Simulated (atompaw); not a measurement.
## Cutoff test, silicon, PAW (atompaw)

```
Element                 : Si (Z = 14)
Generator               : atompaw 4.2.0.5
Type                    : PAW
Functional              : PBE
Relativity              : scalar-relativistic
Frozen core             : [Ne]
Valence charge          : 4
Reference configuration : 3s2 3p2
Partial waves           : 3s (bound): rc 1.35 bohr; 3s channel at -0.35 Ry: rc 1.35 bohr; 3p (bound): rc 2.70 bohr; 3p channel at 2.1 Ry: rc 2.70 bohr; 3d channel at -0.05 Ry: rc 2.30 bohr
Local potential         : bessel scheme, radius 2.20 bohr
Core correction         : smooth core density matched at 1.35 bohr
Augmentation charge     : sinc compensation charge, radius 2.15 bohr; PAW radius 2.70 bohr; waves and projectors: custom polynom vanderbiltortho
```

The pseudo-atom Hamiltonian at the reference potential is diagonalised in spherical Bessel functions j_l(qr) that vanish at 20 bohr, with q² up to the cutoff. All-electron valence levels (Ry): 3s -0.7947, 3p -0.3000.

Question: How do the lowest levels (Ry) of each channel move with the cutoff, and are there ghosts?

Answer:

| cutoff (Ry) | s #1 | p #1 | d #1 | d #2 | f #1 | Σ f·Δε (mRy) |
| --- | --- | --- | --- | --- | --- | --- |
| 8 | -0.5920 | -0.2998 | 0.0547 | 0.1316 | 0.1092 | 405.8 |
| 12 | -0.7204 | -0.2999 | 0.0546 | 0.1311 | 0.1092 | 148.8 |
| 18 | -0.7817 | -0.3000 | 0.0546 | 0.1310 | 0.1092 | 26.0 |
| 21 | -0.7893 | -0.3000 | 0.0546 | 0.1310 | 0.1092 | 10.8 |
| 30 | -0.7943 | -0.3000 | 0.0546 | 0.1310 | 0.1092 | 0.8 |
| 40 | -0.7945 | -0.3000 | 0.0546 | 0.1310 | 0.1092 | 0.4 |
| 400 | -0.7947 | -0.3000 | 0.0546 | 0.1310 | 0.1092 | 0.0 |

Result: no extra level below or beside the all-electron valence levels (s, p, d, f tested); 10 mRy is reached at 25 Ry and 1 mRy at 30 Ry.
